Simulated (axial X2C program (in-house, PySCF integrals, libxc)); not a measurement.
## Working with the constants of SrI⁺

A bond curve at the CCSD(T) level, with spin–orbit coupling, was computed with an in-house relativistic program for diatomic molecules (basis I dyall-cv3z [11s12p8d4f1g], Sr dyall-cv3z [13s12p8d5f1g] (cores contracted in-house)) for the state Ω = 0 (closed shell). Its fit gives Re = 2.9093 Å, ωe = 205.9 cm⁻¹, ωexe = 0.324 cm⁻¹ and αe = 8.864e-05 cm⁻¹; the masses are 126.9045 and 87.9056 u. Two-component means X2C with spin–orbit coupling and atomic mean-field Coulomb and Gaunt terms.

Correlated methods: 8 electrons correlated (number of frozen shells: I 4 s, 3 p, 2 d; Sr 4 s, 3 p, 1 d), 312 virtual spin orbitals or spinors in MP2, 88 natural virtuals in coupled cluster.

Q: Find the reduced mass, Be and the force constant.

A: From the CCSD(T) values: μ = 51.9325 u. Be = 16.8576/(μ Re²) = 0.03835 cm⁻¹. k = 5.8918×10⁻⁷ μ ωe² = 1.3 mdyn/Å.

Q: Estimate the centrifugal constant by the Kratzer relation.

A: D = 4Be³/ωe² = 5.32e-09 cm⁻¹.

Q: Give B0, the J = 1←0 line in GHz and the most populated J at 300 K (kT = 208.5 cm⁻¹).

A: B0 = Be − αe/2 = 0.03831 cm⁻¹; 2B0 = 2.297 GHz; J(max) ≈ √(kT/2B0) − 1/2 = 51.7, so J = 52.

Q: A Morse curve ties αe to the other constants (Pekeris). How well does that hold?

A: αe(Morse) = 6Be²/ωe × (√(ωexe/Be) − 1) = 8.172e-05 cm⁻¹; the CCSD(T) curve gives 8.864e-05 cm⁻¹, a ratio of 0.92.

Q: Estimate De from a Morse curve and compare with the computed well depth of 2.848 eV to I + Sr+.

A: De(Morse) = ωe²/(4ωexe) = 4.056 eV against 2.848 eV computed, a ratio of 1.42. The extrapolation overshoots: the well softens faster than a Morse curve, or the lowest atomic limit lies below the one to which the curve heads.

One determinant describes the state; a PBE0 search over occupations chose it and may have missed a lower one. De is counted from the lowest determinant-based energies of the atoms at the same level, without counterpoise correction. Coupled cluster ran in a truncated set of natural virtual spinors; the MP2 energy of the rest was added. (T) has no such correction and the atoms are truncated less, which lowers De at CCSD(T) by a hundredth of an eV or more. The outer-core s and p shells of the metal are frozen in the correlated rows, which leaves out core–valence correlation; for alkali and alkaline-earth bonds that tends to lengthen them. With the outer-core shells frozen, correlated bond lengths of heavy atoms tend to come out a few hundredths of an ångström too long.
